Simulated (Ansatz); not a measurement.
```yaml
crystal:
  periodic: [false, false, false]
  atoms:
    - {symbol: N, position_ang: [-0.808794, 1.404242, -0.439624]}
    - {symbol: Sc, position_ang: [0.149023, -0.303179, 0.077368]}
    - {symbol: O, position_ang: [2.072278, -0.371803, -0.163446]}
    - {symbol: O, position_ang: [-0.909524, -1.494348, 0.691881]}
    - {symbol: H, position_ang: [-0.323328, 2.410936, -0.812802]}
    - {symbol: H, position_ang: [-1.741082, 1.687372, -0.211643]}
    - {symbol: H, position_ang: [2.797667, -0.424082, -0.506027]}
    - {symbol: H, position_ang: [-1.469398, -2.341431, 1.063512]}
basis:
  gaussian: {orbitals: cc-pVTZ}
hamiltonian: {xc: {name: wB97X-D}}
output: {forces: true}
```

```sh
$ ansatz run in.yaml --threads 4 --pin off --events-out ev --progress --plain --max-ram 10444MiB
```

Shortened log:

```
Error: YAML parse error: error: line 14 column 19: hamiltonian.xc: no functional is named "wB97X-D"; the names, which are not case-sensitive, are SVWN5, SPW92, PBE, PBE0, PBEsol, revPBE, revPBE0, RPBE, rPW86-PBE, HSE06, wPBEh, LC-wPBE, HISS, HF, BLYP, B3LYP, B3LYP5, BHLYP, CAM-B3LYP, r2SCAN, r2SCANh, r2SCAN0, r2SCAN50, m-r2SCAN, B97, wB97, wB97X, wB97X-V, B97M-V, wB97M-V, B2PLYP, B2GP-PLYP, PBE0-DH, PBE-QIDH
12 | basis:
13 |   gaussian: {orbitals: cc-pVTZ}
14 | hamiltonian: {xc: {name: wB97X-D}}
15 | output: {forces: true}
```

In this input the method's name isn't one that the program takes here. The program refused the input.
